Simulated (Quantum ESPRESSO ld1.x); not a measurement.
Yb18+, configuration [Kr] 4d10 4f6. All-electron calculation, scalar-relativistic Kohn-Sham, LDA (Slater exchange, Perdew-Zunger correlation), spin-polarised, spherical densities, point nucleus; open shells are filled with parallel spins first. Program: ld1.x of Quantum ESPRESSO 7.5.

Normalised radial functions P(r) = r R(r), r in bohr:

r	5s up	5p up
0.0031	0.1648	0.0138
0.004036	0.1909	0.0214
0.005255	0.2150	0.0330
0.006898	0.2332	0.0510
0.008982	0.2377	0.0768
0.0117	0.2201	0.1132
0.01523	0.1707	0.1621
0.01983	0.0813	0.2229
0.02603	-0.0525	0.2913
0.03389	-0.2047	0.3465
0.04414	-0.3341	0.3607
0.05747	-0.3707	0.2946
0.07543	-0.2383	0.1096
0.09822	0.0622	-0.1667
0.1279	0.4042	-0.4329
0.1665	0.5332	-0.5028
0.2186	0.2235	-0.2122
0.2846	-0.3839	0.3319
0.3707	-0.7688	0.7270
0.4826	-0.4394	0.5307
0.6335	0.4938	-0.2783
0.8249	1.2045	-1.0531
1.074	1.1527	-1.1888
1.399	0.6000	-0.7251
1.836	0.1573	-0.2294
2.391	0.0199	-0.0361
3.113	0.0010	-0.0023

5s up (empty): eigenvalue -410.58 eV, 4 radial nodes at r = 0.0236, 0.0937, 0.242, 0.554 bohr, <r> = 0.942 bohr, 90 % of the charge inside 1.31 bohr. 5p up (empty): eigenvalue -365.51 eV, 3 radial nodes at r = 0.0844, 0.244, 0.584 bohr, <r> = 1.00 bohr, 90 % of the charge inside 1.41 bohr.
